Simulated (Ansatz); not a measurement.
C$_{4}$H$_{11}$Cl$_{2}$GaSi, SMILES `C[Si](C)(C)[CH2][Ga]([Cl])[Cl]`, one more setting.

```yaml
crystal:
  periodic: [false, false, false]
  atoms:
    - {symbol: C, position_ang: [-0.644778, -2.224801, 0.023538]}
    - {symbol: Si, position_ang: [-0.093739, -0.444052, 0.190916]}
    - {symbol: C, position_ang: [1.774162, -0.338533, 0.057374]}
    - {symbol: C, position_ang: [-0.657212, 0.266318, 1.826483]}
    - {symbol: C, position_ang: [-0.857694, 0.573247, -1.204732]}
    - {symbol: Ga, position_ang: [0.029238, 2.281887, -1.390712]}
    - {symbol: Cl, position_ang: [1.488574, 2.689193, -2.902797]}
    - {symbol: Cl, position_ang: [-0.268355, 3.910311, -0.029918]}
    - {symbol: H, position_ang: [-0.233687, -2.837309, 0.830823]}
    - {symbol: H, position_ang: [-1.734168, -2.305133, 0.064161]}
    - {symbol: H, position_ang: [-0.311646, -2.654034, -0.924986]}
    - {symbol: H, position_ang: [2.142307, 0.676209, 0.243047]}
    - {symbol: H, position_ang: [2.124407, -0.641610, -0.933101]}
    - {symbol: H, position_ang: [2.253413, -0.989878, 0.793297]}
    - {symbol: H, position_ang: [-0.204878, -0.275224, 2.661645]}
    - {symbol: H, position_ang: [-1.743028, 0.196108, 1.933219]}
    - {symbol: H, position_ang: [-0.382021, 1.320161, 1.922278]}
    - {symbol: H, position_ang: [-0.762985, 0.049164, -2.159630]}
    - {symbol: H, position_ang: [-1.917902, 0.747965, -1.000896]}
basis:
  gaussian: {orbitals: ANO-RCC-VTZP}
hamiltonian: {xc: {name: rPW86-PBE}, dispersion: d3bjatm, pseudopotentials: {relativity: scalar}}
accuracy: high
scf: {lower_state_search: off}
output: {forces: true}
```

```sh
$ ansatz run in.yaml --threads 4 --pin off --events-out ev --progress --plain --max-ram 46080MiB --backend cuda --devices 0, --max-vram 37GiB
```

Shortened log:

```
Functional definition: rPW86-PBE
7864 factors; integrals over basis functions are off by at most 4.4e-9 eV
mean field evaluation 1: about -90279.4802 eV, gradient 1.3e2 eV
mean field evaluation 2: about -90186.7784 eV, gradient 2.1e2 eV
mean field evaluation 4: about -90313.3344 eV, gradient 1.8e1 eV
mean field evaluation 8: about -90313.9583 eV, gradient 2.4e-1 eV
mean field evaluation 16: about -90313.9566 eV, gradient 1.8e-4 eV
mean field -90313.95656339 eV, -3318.9766867062 hartree, gradient 4.4e-8 eV, S^2 0.000000; 0 other end points of the search recorded, 0 dependent functions left out
reference -90313.95658910 eV, -3318.9766876508 hartree; 57, 57 occupied and 362, 362 virtual orbitals, 7864 factors
Total energy: -90314.55575695 eV, -3318.9987066632 hartree
Relativity: scalar
Atom 0 at    -0.644778    -2.224801     0.023538 Å, force    -0.084341    -0.194077    -0.047640 eV/Å
Atom 1 at    -0.093739    -0.444052     0.190916 Å, force     0.083923    -0.007445     0.089370 eV/Å
Atom 2 at     1.774162    -0.338533     0.057374 Å, force     0.207114    -0.000519    -0.008759 eV/Å
Atom 3 at    -0.657212     0.266318     1.826483 Å, force    -0.069082     0.077581     0.178998 eV/Å
Atom 4 at    -0.857694     0.573247    -1.204732 Å, force    -0.212606    -0.111398    -0.157970 eV/Å
Atom 5 at     0.029238     2.281887    -1.390712 Å, force    -0.177496    -0.185353    -0.032108 eV/Å
Atom 6 at     1.488574     2.689193    -2.902797 Å, force     0.329052     0.082079    -0.328284 eV/Å
Atom 7 at    -0.268355     3.910311    -0.029918 Å, force    -0.061647     0.348496     0.308696 eV/Å
Atom 8 at    -0.233687    -2.837309     0.830823 Å, force     0.027043    -0.043029     0.055105 eV/Å
Atom 9 at    -1.734168    -2.305133     0.064161 Å, force    -0.077399    -0.025741     0.001675 eV/Å
Atom 10 at    -0.311646    -2.654034    -0.924986 Å, force     0.016211    -0.045573    -0.064136 eV/Å
Atom 11 at     2.142307     0.676209     0.243047 Å, force     0.021653     0.070181    -0.001807 eV/Å
Atom 12 at     2.124407    -0.641610    -0.933101 Å, force     0.038498    -0.017607    -0.063806 eV/Å
Atom 13 at     2.253413    -0.989878     0.793297 Å, force     0.044410    -0.048202     0.047758 eV/Å
Atom 14 at    -0.204878    -0.275224     2.661645 Å, force     0.025155    -0.031923     0.066603 eV/Å
Atom 15 at    -1.743028     0.196108     1.933219 Å, force    -0.078849     0.001803     0.023661 eV/Å
Atom 16 at    -0.382021     1.320161     1.922278 Å, force     0.014387     0.073306     0.011944 eV/Å
Atom 17 at    -0.762985     0.049164    -2.159630 Å, force     0.002500     0.010956    -0.065298 eV/Å
Atom 18 at    -1.917902     0.747965    -1.000896 Å, force    -0.048526     0.046463    -0.014001 eV/Å
Dipole moment:    -0.278209    -0.679757     0.151821 e Å
Checks for a lower state left out: stability, starts, cluster_reference, orbital_swaps, neighbouring_geometries, increment
```

Hardware: 4 threads of an AMD EPYC 7R13 on a shared host and a share of an NVIDIA H100 80 GB. Wall time 86 s, peak host memory 2.9 GiB.
